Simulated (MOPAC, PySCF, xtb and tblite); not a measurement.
Relaxed torsion scan: SMILES [se]1cccc1[SiH2]c1sccn1. Scanned: dihedral Se3–C4–Si5–C6; all other coordinates were relaxed at GFN2-xTB. Points at φ and −φ are mirror images.

Geometry of the scan point at 100° (Å):
```
18

C      3.4179     0.0811    -0.3528
C      2.8373     1.2572    -0.7053
Se     0.9987     1.2181    -0.4886
C      1.1981    -0.5430     0.1170
Si    -0.2638    -1.5925     0.6371
C     -0.6736    -2.7312    -0.8028
N     -0.1718    -2.6325    -1.9833
C     -0.6387    -3.5676    -2.8350
C     -1.5419    -4.4331    -2.3005
S     -1.8205    -4.0569    -0.6495
C      2.5129    -0.9049     0.1000
H      4.4803    -0.0886    -0.4114
H      3.3371     2.1352    -1.0746
H      0.0855    -2.4243     1.7949
H     -1.4342    -0.7562     0.9255
H     -0.2848    -3.5777    -3.8503
H     -2.0482    -5.2526    -2.7686
H      2.8381    -1.8833     0.4132
```

Levels of theory: GFN2-xTB (xtb and tblite); PM6, restricted, heats of formation // GFN2-xTB (MOPAC); RHF/6-31G* = restricted Hartree-Fock/6-31G*, spherical d, density fitting // GFN2-xTB in PySCF; RHF/LANL2DZ = restricted Hartree-Fock/LANL2DZ, with its core potentials past Ne // GFN2-xTB (PySCF 2.14.0).

Least-squares fit of E(φ) = a0 + Σ (a_n cos nφ + b_n sin nφ), n = 1 to 4, to the 18 scan points, in kJ/mol above the lowest point of each profile (levels whose profile four harmonics don't fit are not listed):

| method | a0 | a1 | b1 | a2 | b2 | a3 | b3 | a4 | b4 | rms of fit |
|---|---|---|---|---|---|---|---|---|---|---|
| GFN2-xTB | 14.90 | -8.60 | 0.00 | -7.12 | 0.00 | -0.26 | 0.00 | 0.48 | 0.00 | 0.46 |
| PM6 | 14.19 | 18.75 | 0.00 | 4.08 | 0.00 | -2.29 | 0.00 | -3.45 | 0.00 | 1.64 |
| RHF/6-31G* | 9.38 | 11.93 | 0.00 | 2.51 | 0.00 | -1.59 | 0.00 | -2.29 | 0.00 | 1.66 |
| RHF/LANL2DZ | 11.53 | 13.93 | 0.00 | 2.24 | 0.00 | -1.66 | 0.00 | -2.99 | 0.00 | 1.80 |
